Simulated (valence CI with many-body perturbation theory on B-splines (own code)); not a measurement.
**E1 line list for Yb LXVI**

Level of theory: valence CI with perturbative core correlation (CI+MBPT): three valence electrons over a frozen Dirac-Fock core [He], a basis of 11 s, 11 p, 10 d, 8 f, 5 g, 2 h functions for each j, with the one-electron correlation potential Σ1, the two-electron term Σ2, the three-electron term Σ3, Breit, model QED; selected CI, second order for the rest, scaled by the run's own slope (own B-spline code, finite nucleus).

No measured spectrum was set against this ion. As an estimate, large intervals hold to a few tenths of a per cent, small ones and those within an open d or f shell to about a per cent.

Lines 201 to 250 of 576 in falling wavelength, among levels below 13528 eV, chosen from the strongest by gf and those to the six lowest levels. Wavelengths and rates use the calculated energies. Electric multipoles are in the length gauge, E1 and E2 with the static RPA response of the core. Weak lines are less certain than strong ones. Lines between different terms over intervals too small for the method are left out, as are lines whose strength nearly cancels.

Levels are named by their leading jj configuration (3d3/2^4 stands for four electrons in 3d with j = 3/2), which in mixed levels can hold well under half, so a name can repeat and another be missing. Letters in brackets count levels of one name in rising energy.

| λ vac (nm) | Upper | Lower | A (s⁻¹) | log gf | Branch % |
| --- | --- | --- | --- | --- | --- |
| 0.8879 | (2p1/2 2p3/2 3d5/2) J=3/2 [b] | (2s 2p1/2 3d5/2) J=5/2 [b] | 3.47e+12 | -0.78 | 0.3 |
| 0.8878 | (2s 2p3/2 3s) J=1/2 | (2s^2 3s) J=1/2 | 6.94e+12 | -0.79 | 2.4 |
| 0.8872 | (2s 2p3/2 3p1/2) J=3/2 [b] | (2s^2 3p1/2) J=1/2 | 6.62e+12 | -0.51 | 2.8 |
| 0.8868 | (2s 2p3/2 3d5/2) J=5/2 [b] | (2s^2 3d5/2) J=5/2 | 5.36e+12 | -0.42 | 0.4 |
| 0.8864 | (2p3/2^2 3p3/2) J=3/2 [b] | (2s 2p3/2 3p3/2) J=5/2 [b] | 4.38e+12 | -0.69 | 1.1 |
| 0.8862 | (2p1/2 2p3/2 3p3/2) J=5/2 [b] | (2s 2p1/2 3p3/2) J=3/2 [b] | 2.35e+12 | -0.78 | 0.6 |
| 0.8860 | (2p1/2 2p3/2 3d3/2) J=3/2 [a] | (2s 2p1/2 3d3/2) J=3/2 [a] | 3.93e+12 | -0.73 | 0.9 |
| 0.8855 | (2p3/2^2 3s) J=1/2 | (2s 2p3/2 3s) J=1/2 | 3.65e+12 | -1.07 | 2.3 |
| 0.8853 | (2p1/2 2p3/2 3d3/2) J=5/2 [a] | (2s 2p1/2 3d3/2) J=3/2 [a] | 2.21e+12 | -0.81 | 1.4 |
| 0.8851 | (2p3/2^2 3d5/2) J=5/2 [b] | (2s 2p3/2 3d5/2) J=7/2 [b] | 4.24e+12 | -0.52 | 0.4 |
| 0.8850 | (2p1/2 2p3/2 3d5/2) J=7/2 [b] | (2s 2p1/2 3d5/2) J=7/2 | 2.41e+12 | -0.65 | 0.1 |
| 0.8847 | (2p1/2 2p3/2 3d5/2) J=1/2 | (2s 2p1/2 3d5/2) J=3/2 | 4.87e+12 | -0.94 | 0.3 |
| 0.8846 | (2p1/2 2p3/2 3p3/2) J=5/2 [b] | (2s 2p1/2 3p3/2) J=5/2 | 2.12e+12 | -0.83 | 0.5 |
| 0.8844 | (2p1/2 2p3/2 3p1/2) J=3/2 [a] | (2s 2p1/2 3p1/2) J=1/2 [a] | 2.84e+12 | -0.87 | 0.4 |
| 0.8843 | (2s 2p3/2 3p3/2) J=3/2 [b] | (2s^2 3p3/2) J=3/2 | 6.58e+12 | -0.51 | 3.0 |
| 0.8842 | (2s 2p3/2 3d3/2) J=1/2 [b] | (2s^2 3d3/2) J=3/2 | 6.81e+12 | -0.80 | 0.4 |
| 0.8840 | (2s 2p3/2 3s) J=3/2 [b] | (2s^2 3s) J=1/2 | 6.53e+12 | -0.51 | 4.6 |
| 0.8840 | (2s 2p3/2 3d5/2) J=3/2 [b] | (2s^2 3d5/2) J=5/2 | 6.70e+12 | -0.50 | 0.5 |
| 0.8839 | (2p3/2^2 3p3/2) J=5/2 | (2s 2p3/2 3p3/2) J=3/2 [a] | 1.68e+12 | -0.93 | 0.4 |
| 0.8837 | (2p1/2 2p3/2 3d5/2) J=3/2 [a] | (2s 2p1/2 3d5/2) J=5/2 [a] | 2.11e+12 | -1.00 | 0.2 |
| 0.8836 | (2p3/2^2 3d5/2) J=3/2 | (2s 2p3/2 3d5/2) J=1/2 | 1.75e+12 | -1.09 | 0.1 |
| 0.8836 | (2p3/2^2 3d3/2) J=3/2 [b] | (2s 2p3/2 3d3/2) J=3/2 [b] | 1.98e+12 | -1.03 | 0.2 |
| 0.8829 | (2p1/2 2p3/2 3s) J=3/2 [a] | (2s 2p1/2 3s) J=1/2 [a] | 3.92e+12 | -0.74 | 3.2 |
| 0.8828 | (2p1/2 2p3/2 3d5/2) J=5/2 [a] | (2s 2p1/2 3d5/2) J=5/2 [a] | 1.82e+12 | -0.89 | 0.1 |
| 0.8822 | (2p1/2 2p3/2 3d3/2) J=1/2 [a] | (2s 2p1/2 3d3/2) J=3/2 [a] | 5.03e+12 | -0.93 | 2.2 |
| 0.8818 | (2s 2p3/2 3p3/2) J=1/2 [b] | (2s^2 3p3/2) J=3/2 | 6.45e+12 | -0.82 | 42.7 |
| 0.8794 | (2p3/2^2 3s) J=3/2 | (2s 2p3/2 3s) J=3/2 [a] | 4.17e+12 | -0.71 | 1.7 |
| 0.8789 | (2p3/2^2 3d3/2) J=3/2 [a] | (2s 2p3/2 3d3/2) J=3/2 [a] | 2.31e+12 | -0.97 | 0.2 |
| 0.8786 | (2p3/2^2 3d3/2) J=7/2 | (2s 2p3/2 3d3/2) J=7/2 | 4.14e+12 | -0.42 | 0.3 |
| 0.8778 | (2p3/2^2 3d5/2) J=5/2 [a] | (2s 2p3/2 3d5/2) J=3/2 [a] | 1.28e+12 | -1.05 | 0.1 |
| 0.8767 | (2p3/2^2 3p3/2) J=7/2 | (2s 2p3/2 3p3/2) J=7/2 | 4.40e+12 | -0.39 | 1.2 |
| 0.8767 | (2p3/2^2 3p1/2) J=3/2 | (2s 2p3/2 3p1/2) J=3/2 [a] | 4.69e+12 | -0.67 | 0.9 |
| 0.8766 | (2p3/2^2 3p1/2) J=5/2 | (2s 2p3/2 3p1/2) J=5/2 | 4.84e+12 | -0.48 | 0.9 |
| 0.8756 | (2s 2p1/2 2p3/2) J=1/2 | (2s^2 2p1/2) J=1/2 | 7.53e+12 | -0.76 | 99.7 |
| 0.8754 | (2p3/2^2 3d5/2) J=7/2 | (2s 2p3/2 3d5/2) J=9/2 | 1.30e+12 | -0.92 | 7.9 |
| 0.8754 | (2p3/2^2 3d3/2) J=3/2 [a] | (2s 2p3/2 3d3/2) J=5/2 [a] | 1.91e+12 | -1.06 | 0.2 |
| 0.8752 | (2p1/2 2p3/2^2) J=3/2 | (2s 2p1/2 2p3/2) J=5/2 | 5.93e+11 | -1.57 | 5.6 |
| 0.8751 | (2p3/2^2 3d5/2) J=9/2 | (2s 2p3/2 3d5/2) J=9/2 | 4.11e+12 | -0.33 | 25.6 |
| 0.8744 | (2s 2p1/2 2p3/2) J=3/2 [b] | (2s^2 2p1/2) J=1/2 | 6.77e+12 | -0.51 | 99.8 |
| 0.8742 | (2p3/2^2 3d3/2) J=5/2 | (2s 2p3/2 3d3/2) J=5/2 [a] | 2.82e+12 | -0.71 | 0.2 |
| 0.8720 | (2s 2p3/2 3d5/2) J=3/2 [a] | (2s^2 3d3/2) J=3/2 | 1.75e+12 | -1.10 | 0.1 |
| 0.8718 | (2p1/2 2p3/2 3d5/2) J=5/2 [b] | (2s 2p1/2 3d5/2) J=5/2 [a] | 1.27e+12 | -1.06 | 0.1 |
| 0.8711 | (2p1/2 2p3/2^2) J=1/2 | (2s 2p1/2 2p3/2) J=3/2 [b] | 7.72e+12 | -0.76 | 67.6 |
| 0.8705 | (2p3/2^2 3s) J=5/2 | (2s 2p3/2 3s) J=5/2 | 4.75e+12 | -0.49 | 5.3 |
| 0.8699 | (2p1/2 2p3/2^2) J=1/2 | (2s 2p1/2 2p3/2) J=1/2 | 3.56e+12 | -1.09 | 31.2 |
| 0.8698 | (2p3/2^2 3d5/2) J=5/2 [a] | (2s 2p3/2 3d5/2) J=7/2 [a] | 2.40e+12 | -0.79 | 0.2 |
| 0.8681 | (2p1/2^2 2p3/2) J=3/2 | (2s 2p1/2^2) J=1/2 | 5.04e+12 | -0.64 | 97.7 |
| 0.8676 | (2s 2p3/2^2) J=1/2 | (2s^2 2p3/2) J=3/2 | 5.96e+12 | -0.87 | 99.4 |
| 0.8672 | (2s 2p3/2^2) J=3/2 | (2s^2 2p3/2) J=3/2 | 1.09e+13 | -0.31 | 99.1 |
| 0.8647 | (2p3/2^2 3p3/2) J=3/2 [a] | (2s 2p3/2 3p3/2) J=5/2 [a] | 2.02e+12 | -1.04 | 0.5 |
